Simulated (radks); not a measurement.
All-electron atom: Ti IV in [Ar] 3d0.5 4s0.5 (fractional occupations, a model configuration).

Method: Dirac Kohn-Sham, PBE, spin-unpolarised, spherical densities, finite nucleus; open shells fill j = l - 1/2 first; Fermi nuclear charge, rms radius 3.5921 fm; computed with a radial shooting solver on a logarithmic mesh with Libxc functionals.

Energy parts (eV):
| part | energy |
|---|---|
| total | -23174.481 |
| kinetic | 23403.154 |
| electron-nucleus | -54432.777 |
| Hartree | 8968.919 |
| exchange-correlation | -1113.776 |

Orbitals (lengths in bohr, moments of r in powers of bohr; r(90%) holds 90 % of the orbital's charge):
orbital,occ.,eigenvalue (eV),r(90%),<r>,<1/r>
1s1/2,2,-4905.529,0.124,0.06959,21.80
2s1/2,2,-575.3972,0.505,0.3247,4.559
2p1/2,2,-486.4830,0.474,0.2881,4.491
2p3/2,4,-480.7155,0.478,0.2908,4.434
3s1/2,2,-98.6320,1.47,0.9856,1.428
3p1/2,2,-74.8325,1.59,1.041,1.316
3p3/2,4,-74.1251,1.60,1.048,1.305
3d3/2,0.5,-37.8371,2.00,1.219,1.042
3d5/2,0,-37.7695,2.01,1.222,1.040
4s1/2,0.5,-27.8060,3.73,2.586,0.5166
4p1/2,0,-22.2477,4.23,2.913,0.4563
4p3/2,0,-22.1424,4.24,2.927,0.4539
4d3/2,0,-14.4038,5.50,3.758,0.3573
4d5/2,0,-14.3930,5.51,3.761,0.3570

The highest occupied level is 4s1/2 at -27.806 eV. The configuration is held as typed, so some empty levels lie below it. Summed over all electrons, <r^2> = 15.45 bohr^2, which gives a Langevin (diamagnetic) susceptibility term of -12.2 x 10^-6 cm^3/mol. The electron density at the nucleus is 8500 e/bohr^3. The density falls to 0.001 e/bohr^3 at r = 3.35 bohr.
